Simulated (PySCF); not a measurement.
**J couplings in Ge(CCH)2H2**

Geometry:
```json
{"atom": "Ge1", "x (Å)": "-0.807", "y (Å)": "-0.040", "z (Å)": "-0.559"}
{"atom": "C2", "x (Å)": "-0.750", "y (Å)": "-0.016", "z (Å)": "1.339"}
{"atom": "C3", "x (Å)": "-0.733", "y (Å)": "-0.010", "z (Å)": "2.554"}
{"atom": "H4", "x (Å)": "-0.719", "y (Å)": "-0.001", "z (Å)": "3.630"}
{"atom": "C5", "x (Å)": "0.971", "y (Å)": "0.007", "z (Å)": "-1.225"}
{"atom": "C6", "x (Å)": "2.109", "y (Å)": "0.045", "z (Å)": "-1.651"}
{"atom": "H7", "x (Å)": "3.116", "y (Å)": "0.078", "z (Å)": "-2.027"}
{"atom": "H8", "x (Å)": "-1.564", "y (Å)": "1.197", "z (Å)": "-1.057"}
{"atom": "H9", "x (Å)": "-1.490", "y (Å)": "-1.329", "z (Å)": "-1.029"}
```

Indirect spin–spin couplings were computed at PBE/pcJ-1 (pcSseg-1 on Ge) (PySCF 2.14.0 with density-fitted response routines) on a PBE0-D3(BJ)/def2-SVP structure, for the isolated molecule, without vibrational or relativistic corrections. Couplings are averaged over pairs made equivalent by symmetry, fast rotation or ring inversion, so a value needn't be that of the named pair in this geometry, while other rotamers aren't included; one pair stands for each set, and the list holds those of at least 1.5 Hz over up to four bonds.

Isotopes: 13C, 1H.

```csv
pair,bonds,J (Hz)
"C2, C3",1,165.6
"C3, H4",1,244.8
"C2, H4",2,45.8
"C2, C5",2,?
"C2, H8",2,9.7
"H8, H9",2,10.9
"C2, C6",3,?
"C3, H8",3,?
"H4, H8",4,-1.9
```

Estimate the withheld couplings, with signs.

Answers


- 2J(C2,C5) = 4.2 Hz (angle at Ge1 109°)
- 3J(C2,C6) = 2.3 Hz
- 3J(C3,H8) = 4.0 Hz

Relativistic effects of the heavier atoms present are left out.
